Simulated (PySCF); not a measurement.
Al(Me)(OMe)(SH) (C₂H₇AlOS), SMILES C[O][Al]([CH3])[SH]. Atoms are numbered in the order given.

```xyz
12

Al    -0.4282     0.1543     0.2148
C     -1.9999     0.8178     1.1594
H     -2.9266     0.5371     0.6328
H     -1.9809     1.9177     1.2513
H     -2.0552     0.4112     2.1842
O     -0.6136    -0.7425    -1.2160
C      0.1560    -1.3926    -2.1890
H     -0.1136    -2.4625    -2.2347
H     -0.0381    -0.9534    -3.1835
H      1.2419    -1.3222    -1.9907
S      1.6350     0.5030     0.9037
H      1.2519     1.2068     1.9942
```

The structure is a stationary point at TPSSh-D3(BJ)/def2-SVP. The structure was generated by enumeration; whether it is a known compound was not checked. The values are those of a single conformer.

Level of theory: ωB97X/def2-TZVP (PySCF).

Atomic charges (e):

```json
[
 {"atom": "Al1", "meta-Löwdin": "0.95", "Mulliken": "___"},
 {"atom": "C2", "meta-Löwdin": "-0.65", "Mulliken": "-0.58"},
 {"atom": "H3", "meta-Löwdin": "0.13", "Mulliken": "___"},
 {"atom": "H4", "meta-Löwdin": "0.13", "Mulliken": "___"},
 {"atom": "H5", "meta-Löwdin": "0.13", "Mulliken": "___"},
 {"atom": "O6", "meta-Löwdin": "-0.64", "Mulliken": "___"},
 {"atom": "C7", "meta-Löwdin": "-0.09", "Mulliken": "-0.16"},
 {"atom": "H8", "meta-Löwdin": "0.11", "Mulliken": "0.11"},
 {"atom": "H9", "meta-Löwdin": "0.11", "Mulliken": "0.11"},
 {"atom": "H10", "meta-Löwdin": "0.09", "Mulliken": "0.10"},
 {"atom": "S11", "meta-Löwdin": "-0.38", "Mulliken": "-0.35"},
 {"atom": "H12", "meta-Löwdin": "0.11", "Mulliken": "___"}
]
```

Problem. Some entries are withheld; supply them. (An estimate is asked for; the answer gives what the named calculation found.)

Solution. 
- Al1, Mulliken: 0.56
- H3, Mulliken: 0.15
- H4, Mulliken: 0.14
- H5, Mulliken: 0.14
- O6, Mulliken: -0.36
- H12, Mulliken: 0.16
